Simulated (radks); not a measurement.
All-electron atom: Ir59+ in [Ar] (the NIST ground configuration).

Method: scalar-relativistic Kohn-Sham, BLYP, spin-polarised, spherical densities, finite nucleus; Fermi nuclear charge, rms radius 5.4032 fm; computed with a radial shooting solver on a logarithmic mesh with Libxc functionals.

Energy parts (eV):
| part | energy |
|---|---|
| total | -384939.85 |
| kinetic | 437570.73 |
| electron-nucleus | -859675.54 |
| Hartree | 42249.15 |
| exchange-correlation | -5084.19 |

Orbitals (lengths in bohr, moments of r in powers of bohr; r(max) is where P^2 peaks):
orbital,occ.,eigenvalue (eV),<1/r>,<r^2>,<r^4>,r(max)
1s,2,-80567.45,92.16,0.0004195,4.808e-07,0.01082
2s,2,-17661.25,21.78,0.006301,0.00006811,0.06207
2p,6,-15940.79,19.51,0.005239,0.00005378,0.05114
3s,2,-6890.771,8.671,0.03626,0.001930,0.1685
3p,6,-6383.737,8.011,0.03587,0.001954,0.1656

The highest occupied level is 3p at -6383.7 eV. The electron density at the nucleus is 1.946e+06 e/bohr^3 (large components only).
